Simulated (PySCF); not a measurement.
TeFBr, SMILES Br[Te]F. Atoms are numbered in the order given.

```xyz
3

Te     0.3225     0.8425     0.0000
F     -1.5113     1.4148     0.0000
Br    -0.0905    -1.6155     0.0000
```
Charge 0, spin multiplicity 1.

Geometry optimised at B3LYP-D3(BJ)/def2-TZVP. The def2 effective core potentials stand for the cores of Te; spin–orbit coupling is left out.

These are B3LYP-D3(BJ)/def2-TZVP in PySCF values and carry that method's errors.

Frequencies are harmonic and unscaled.

```
mode  ν (cm⁻¹)  IR (km/mol)  moving atoms (share of kinetic energy)
----  --------  -----------  --------------------------------------
1          144          2.8                 F 75 %, Br 16 %, Te 9 %
2          260         17.7                        Br 58 %, Te 41 %
3          603         75.9                         F 87 %, Te 13 %
```
